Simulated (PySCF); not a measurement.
C3H6BFN2, SMILES N1=CB(N(C1)C)F.

Coordinates come from a B3LYP-D3(BJ)/def2-SVP optimisation. This is a generated structure with no PubChem entry under its InChIKey; it may be hypothetical. One conformer was computed; it need not be the lowest.

All values below come from TDA-CAM-B3LYP/def2-SVPD (PySCF).

Vertical excitations. The molecule is in vacuum. State labels are in the subgroup Cs.

Q: Estimate the UV-visible absorptions. (An estimate is asked for; the answer gives what the named calculation found.)

A: 
| state | symmetry | energy (eV) | λ (nm) | f | main pairs |
|---|---|---|---|---|---|
| S1 | A" | 4.64 | 267 | 0.001 | HOMO→LUMO 97 % |
| S2 | A' | 6.03 | 206 | 0.122 | HOMO−1→LUMO 97 % |
| S3 | A" | 6.93 | 179 | 0.004 | HOMO−1→LUMO+1 94 % |
| S4 | A' | 7.28 | 170 | 0.006 | HOMO→LUMO+1 84 % |
| S5 | A' | 7.59 | 163 | 0.225 | HOMO−2→LUMO 86 % |
| S6 | A" | 8.03 | 154 | 0.028 | HOMO−1→LUMO+2 79 %, HOMO−1→LUMO+3 13 % |
| S7 | A' | 8.12 | 153 | 0.026 | HOMO→LUMO+2 51 %, HOMO→LUMO+3 39 % |
| S8 | A" | 8.13 | 152 | 0.004 | HOMO−3→LUMO 56 %, HOMO−4→LUMO 22 %, HOMO−1→LUMO+3 12 % |
| S9 | A" | 8.19 | 151 | 0.004 | HOMO−1→LUMO+3 67 %, HOMO−1→LUMO+2 15 % |
| S10 | A' | 8.34 | 149 | 0.020 | HOMO→LUMO+3 34 %, HOMO→LUMO+2 32 %, HOMO→LUMO+4 19 %, HOMO→LUMO+1 8 % |
| T1 | A" | 3.75 | 331 | 0 | HOMO→LUMO 95 % |
| T2 | A' | 4.36 | 284 | 0 | HOMO−2→LUMO 60 %, HOMO−1→LUMO 32 % |
| T3 | A' | 5.01 | 248 | 0 | HOMO−1→LUMO 62 %, HOMO−2→LUMO 31 % |
| T4 | A" | 6.80 | 182 | 0 | HOMO−1→LUMO+1 92 % |
Triplets are in the Tamm–Dancoff approximation.
